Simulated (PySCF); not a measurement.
## Electron correlation in Zn+ (zinc, charge +1)

[Ar] 3d10 4p1, 2P determinant (an excited configuration). Calculation: PySCF 2.14, in x2c-TZVPPall (6s5p4d2f1g, 64 functions); scalar relativity by spin-free X2C-1e. Frozen: [Ar]; 11 electrons correlated.

```
  level  correlation energy (mhartree)
   CCSD                        -398.29
    (T)                         -10.18
CCSD(T)                        -408.47
```

Diagnostics: T1 = 0.010, D1 = 0.0270, largest double amplitude 0.029.

Cost of the coupled-cluster step: about 9 core-seconds, for 11 correlated electrons.

The basis was made for the ground configuration and has no added diffuse functions, which can raise the energy of the promoted electron.
